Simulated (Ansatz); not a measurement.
Cost and result for the atomization energy of CH₇BOSi₂ (`OCB1[SiH2][SiH2]1`) (12 atoms, 12 bonds).

```xyz
12

O     0.184   -0.779    2.360
C     0.427   -1.210    1.031
B    -0.243   -0.401   -0.126
Si    0.491    0.109   -1.812
Si   -0.887    1.396   -0.169
H    -0.711   -0.431    2.394
H     0.096   -2.257    0.896
H     1.516   -1.252    0.909
H    -0.315    0.545   -2.976
H     1.929   -0.024   -2.169
H    -0.702    2.412    0.900
H    -1.783    1.893   -1.239
```

The species carries charge 0 and has multiplicity 1. All single points use the PBE0-D4/def2-TZVP geometry. It is one conformer, not always the lowest. Program: Ansatz. All runs use 4 threads of an Intel Xeon Platinum 8488C on a shared host. Times are those of one run each, without the atoms' runs, and a repeat can differ threefold. Electronic energies, without spin–orbit coupling; frozen cores. CCSD(T)/CBS adds CCSD(T) − MP2 in def2-TZVPP to the MP2 limit, and its time is that of the two runs behind it. T1 = 0.015. B3LYP takes the VWN-RPA correlation (the form of Gaussian; ORCA's B3LYP/G).

CCSD(T)/CBS is a level of theory with its own doubt, some kJ/mol a heavy atom from the limit and from the frozen cores, so smaller differences don't rank the functionals.

| level | functions | wall time |
| --- | --- | --- |
| PBE0-D4/def2-TZVPP | 275 | 2.5 s |
| PBE-D4/def2-TZVPP (with forces) | 275 | 3.1 s |
| r2SCAN-D4/def2-TZVPP (with forces) | 275 | 3.1 s |
| B3LYP-D4/def2-TZVPP (with forces) | 275 | 3.9 s |
| B2PLYP/def2-TZVPP | 275 | 4.6 s |
| ωB97X-V/def2-TZVPP | 275 | 5.5 s |
| ωB97M-V/def2-TZVPP (with forces) | 275 | 8 s |
| MP2/def2-QZVPP | 521 | 20 s |
| CCSD(T)/def2-TZVPP | 275 | 91 s |
| CCSD(T)/CBS(def2) | – | 110 s |

(1) What atomization energy does each give, and how far from CCSD(T)/CBS? (An estimate is asked.)

Answers

(1) The calculation gave: 
```tsv
level	atomization (kJ/mol)	difference from CCSD(T)/CBS	per bond
PBE0-D4/def2-TZVPP	3980.6	15.9	1.3
PBE-D4/def2-TZVPP (with forces)	4045.5	80.8	6.7
r2SCAN-D4/def2-TZVPP (with forces)	4004.0	39.3	3.3
B3LYP-D4/def2-TZVPP (with forces)	3966.9	2.2	0.2
B2PLYP/def2-TZVPP	3913.9	-50.8	-4.2
ωB97X-V/def2-TZVPP	3986.3	21.6	1.8
ωB97M-V/def2-TZVPP (with forces)	3978.8	14.1	1.2
MP2/def2-QZVPP	3962.1	-2.6	-0.2
CCSD(T)/def2-TZVPP	3858.5	-106.2	-8.9
CCSD(T)/CBS(def2)	3964.7	0.0	0.0
```

From PBE to PBE0 (25 % exact exchange), in def2-TZVPP and without D4, the atomization energy moves by −61.0 kJ/mol: exact exchange takes away binding that semilocal exchange gives to molecules. The D4 term adds +43.5 kJ/mol with B3LYP and +22.9 kJ/mol with PBE0; it sums over pairs of atoms, weighted by their polarisabilities, and B3LYP, whose exchange is more repulsive, gets the larger term. In def2-TZVPP, CCSD(T) changes the Hartree–Fock value by +1005.6 kJ/mol (the triples alone add +65.9 kJ/mol) and MP2 by +1046.6 kJ/mol; breaking electron pairs costs correlation energy, which Hartree–Fock lacks.
